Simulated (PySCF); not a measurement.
Excitations are Tamm–Dancoff values on a coarser integration grid. The basis has no diffuse functions, so Rydberg states are missing or too high.

**[In(H)3(S(CH3)2)] (charge 0, multiplicity 1)**

Level of theory: PBE-D3(BJ)/def2-TZVP // PBE0-D4/def2-SVP (PySCF).

```json
{
 "HOMO": "-6.25 eV",
 "dipole_moment": "4.08 D",
 "HOMO–LUMO gap": "5.29 eV",
 "LUMO": "-0.96 eV",
 "S1 excitation (TDA)": "5.42 eV",
 "S1 oscillator strength": "0.001",
 "T1 excitation (TDA)": "5.09 eV",
 "S1–T1 gap (TDA)": "0.33 eV",
 "charge on the central atom (Mulliken)": "0.23 e",
 "total_energy": "-669.6809 Ha",
 "cost": "about 12 core-minutes (a rough figure)"
}
```

```xyz
13

In     0.0419    -0.2082     0.0780
H     -0.2562     0.4013     1.6923
H     -1.1213    -1.2953    -0.6191
H      1.6604    -0.1159    -0.5493
C      0.0765     3.3116    -0.1092
S     -0.9146     2.1210    -1.0349
C     -2.4846     2.2406    -0.1534
H      0.1134     3.0388     0.9555
H     -0.3329     4.3238    -0.2371
H      1.0916     3.2754    -0.5272
H     -2.3475     2.0090     0.9129
H     -3.1593     1.4983    -0.6010
H     -2.9136     3.2446    -0.2813
```
